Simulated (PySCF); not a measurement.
## Electric field gradients and quadrupole coupling constants

C3H8O4SSi2.
Numbering: `[O:1]=[S:2](=[O:3])([OH:4])[C@@:5]1([SiH3:6])[CH:7]=[CH:8][O:9][SiH2:10]1` (hydrogens: H11 on O4; H12, H13, H14 on Si6; H15 on C7; H16 on C8; H17, H18 on Si10)

Geometry (GFN2-xTB, Å), atoms numbered from 1 in this order:
```
atom  x, y, z in Å
O1     0.400    2.448    0.614
S2     0.451    1.459   -0.423
O3     1.558    1.496   -1.328
O4    -0.920    1.639   -1.291
C5     0.254   -0.183    0.188
Si6    1.847   -0.433    1.182
C7    -1.012   -0.188    0.965
C8    -2.012   -0.834    0.383
O9    -1.771   -1.433   -0.823
Si10  -0.224   -1.205   -1.354
H11   -1.340    2.480   -1.101
H12    1.948    0.580    2.233
H13    2.990   -0.420    0.275
H14    1.686   -1.757    1.801
H15   -1.098    0.340    1.898
H16   -3.019   -0.957    0.746
H17    0.504   -2.477   -1.329
H18   -0.254   -0.549   -2.645
```

Field gradients from the PBE0/pcSseg-1 density (PySCF, non-relativistic), principal values in atomic units, ordered |Vxx| ≤ |Vyy| ≤ |Vzz|:

| atom | Vxx | Vyy | Vzz |
| --- | --- | --- | --- |
| O1 | -0.5646 | -0.7555 | 1.3200 |
| S2 | -0.5127 | -0.5683 | 1.0810 |
| O3 | -0.4987 | -0.7745 | 1.2732 |
| O4 | -0.0865 | -1.6921 | 1.7786 |
| O9 | -0.6183 | -0.9574 | 1.5757 |

Task: Find the asymmetry η = (Vxx − Vyy)/Vzz and the couplings χ = eQV/h (234.96 MHz × Q in barn × V in au), with Q(17O) = −0.0256 b, Q(33S) = −0.0678 b.

Result: 
```tsv
atom	environment	nucleus	η	χzz (MHz)	χxx (MHz)	χyy (MHz)
O1	sulfonyl oxygen	17O	0.14	-7.94	3.40	4.54
S2	sulfonyl sulfur	33S	0.05	-17.22	8.17	9.05
O3	sulfonyl oxygen	17O	0.22	-7.66	3.00	4.66
O4	hydroxyl oxygen	17O	0.90	-10.70	0.52	10.18
O9	silyl ether oxygen	17O	0.22	-9.48	3.72	5.76
```

At O4 η is above 0.9: Vyy and Vzz are nearly equal in size and opposite in sign, so a small change could swap them and flip the sign of χzz. The tensor is traceless: Vxx + Vyy + Vzz = 0.

Task: What is Vzz at O9 in SI units (1 au = 9.71736 × 10²¹ V/m²)?

Result: 1.5757 au = 15.312 × 10²¹ V/m².

Task: And the gradient at the other heavy atoms, for which no coupling is worked out here?

Result: 
```csv
atom,environment,Vzz (au),η
C5,sp3 carbon bound to sulfur,0.264,0.34
Si6,SiH3 silicon,0.403,0.22
C7,alkene CH carbon,-0.164,0.23
C8,vinylic carbon bearing oxygen,-0.423,0.12
Si10,oxygen-bound silicon,0.714,0.53
```

Were the hydrogens deuterons (Q(2H) = 0.00286 b), χzz would run from 104 kHz (H17) to 322 kHz (H11).

Geometry: GFN2-xTB, one conformer, isolated molecule. GFN2-xTB bond lengths can be off by several hundredths of an ångström, more for odd bonds, and the gradients follow them. With a basis this small, the couplings can be 20 % off.
